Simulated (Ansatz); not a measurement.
Relaxation of AlFH$_{6}$OSi (10 atoms, charge 0, multiplicity 1), to a largest force component of 0.03 eV/Å in at most 50 steps.

These are results of Ansatz, RKS PBE0-D4/6-31G*, not measurements.

```xyz
10
Properties=species:S:1:pos:R:3
Si -0.257 -0.206 -0.380
F -0.210 0.900 2.189
H 0.763 -0.955 0.394
H 0.112 1.223 -0.531
H -0.313 -0.803 -1.751
O -1.782 -0.348 0.295
Al -3.232 -1.190 -0.055
H -3.265 -2.199 -1.279
H -4.454 -0.888 0.909
H -1.119 0.728 2.097
```

Task: Where does it end, and by what steps?

Result: The run converged. After 7 steps the energy has fallen by 0.162 eV; F2 moved furthest, 0.69 Å.

| step | energy less start (eV) | largest force component (eV/Å) | accepted |
| --- | --- | --- | --- |
| 0 | 0.0000 | 0.367 | yes |
| 1 | -0.0312 | 1.828 | yes |
| 2 | -0.1019 | 1.229 | yes |
| 3 | -0.1422 | 0.348 | yes |
| 4 | -0.1481 | 0.318 | yes |
| 5 | -0.1566 | 0.142 | yes |
| 6 | -0.1607 | 0.074 | yes |
| 7 | -0.1622 | 0.026 | yes |

```xyz
10
Properties=species:S:1:pos:R:3
Si -0.144 -0.242 -0.485
F -0.845 0.913 2.455
H 0.896 -0.937 0.313
H 0.223 1.184 -0.667
H -0.262 -0.897 -1.819
O -1.616 -0.339 0.299
Al -3.148 -1.098 0.071
H -3.342 -1.967 -1.240
H -4.212 -0.838 1.210
H -1.307 0.482 1.750
```

Whether the end is a true minimum wasn't checked by a vibrational analysis.

Run time: 29 s on 1 thread of Arm Neoverse V2, with other jobs on the host, peak memory 0.16 GiB.
